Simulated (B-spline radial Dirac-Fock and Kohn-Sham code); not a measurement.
**How the levels of platinum move as electrons are removed**

The computed values come from a radial finite-basis atomic code: Dirac-Fock energy differences between relaxed states, corrected for Breit and QED terms. Each ion is free and in its tabulated ground configuration. The model has no electron correlation.

Reference: Pt³⁸⁺, [Kr] 4d4, with L2 (2p1/2) 14976.8 eV, M1 (3s) 4962.9 eV, M4 (3d3/2) 3865.9 eV, M5 (3d5/2) 3783.4 eV, N1 (4s) 2185.8 eV. Shifts from it, in eV (a dash: the subshell is empty, belongs to an open shell averaged over j, or its hole state is left out as unreliable):

| ion | configuration | L2 (2p1/2) | M1 (3s) | M4 (3d3/2) | M5 (3d5/2) | N1 (4s) |
| --- | --- | --- | --- | --- | --- | --- |
| Pt³⁹⁺ | [Kr] 4d3 | +80.6 | +72.3 | +73.2 | +73.0 | +57.8 |
| Pt⁴⁰⁺ | [Kr] 4d2 | +162.3 | +145.4 | +147.4 | +146.8 | +116.2 |
| Pt⁴¹⁺ | [Kr] 4d1 | +245.1 | +219.4 | +222.5 | +221.6 | +175.2 |
| Pt⁴²⁺ | [Ar] 3d10 4s2 4p6 | +329.2 | +294.3 | +298.4 | +297.3 | +234.7 |
| Pt⁴³⁺ | [Ar] 3d10 4s2 4p5 | +414.1 | +368.8 | +374.6 | +373.1 | +290.6 |
| Pt⁴⁴⁺ | [Ar] 3d10 4s2 4p4 | +499.9 | +444.0 | +451.4 | +449.6 | +346.9 |
| Pt⁴⁵⁺ | [Ar] 3d10 4s2 4p3 | – | +519.9 | +528.9 | +526.8 | +403.6 |
| Pt⁴⁶⁺ | [Ar] 3d10 4s2 4p2 | +674.2 | +596.4 | +607.1 | +604.7 | +460.7 |
